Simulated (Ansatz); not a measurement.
Basis sets compared for Al(PF3)Cl3 (AlPCl3F3). Total charge 0; singlet. Geometry PBE-D4/def2-SVP. Ansatz on 4 threads of Intel Xeon on a shared host; times are rough, and most runs start from earlier orbitals.

Cartesian coordinates in Å:
```
Al 0.6032 -1.0581 0.7814
P -0.4433 0.7763 -0.5732
F 0.2097 1.1071 -1.9872
F -0.4870 2.2317 0.0716
F -1.9691 0.6018 -0.9941
Cl -0.7217 -0.9060 2.4214
Cl 2.5138 -0.1646 0.9243
Cl 0.2944 -2.5882 -0.6443
```

Binding counts from free atoms (Al doublet, P quartet, F doublet, Cl doublet) in the same basis, without a counterpoise term.

| level | functions | energy (Eh) | HOMO (eV) | LUMO (eV) | binding per atom (eV) | wall time |
| --- | --- | --- | --- | --- | --- | --- |
| HF/6-31G | 92 | -2259.3996 | -13.21 | 1.18 | 1.51 | 1.1 s |
| PBE-D4/def2-SVP | 132 | -2262.2418 | -7.55 | -2.32 | 3.75 | 1.7 s |
| PBE0-D4/def2-SVP | 132 | -2262.4018 | -9.05 | -1.56 | 3.58 | 2.7 s |

(1) Estimate the rows for HF/def2-TZVP, PBE-D4/def2-TZVP, PBE0-D4/def2-TZVP (with forces).

## Answers

(1) 
| level | functions | energy (Eh) | HOMO (eV) | LUMO (eV) | binding per atom (eV) | wall time |
| --- | --- | --- | --- | --- | --- | --- |
| HF/def2-TZVP | 278 | -2260.0077 | -12.50 | 1.93 | 2.58 | 8 s |
| PBE-D4/def2-TZVP | 278 | -2263.3260 | -7.75 | -2.67 | 3.79 | 3.5 s |
| PBE0-D4/def2-TZVP (with forces) | 278 | -2263.4788 | -9.18 | -1.81 | 3.65 | 11 s |
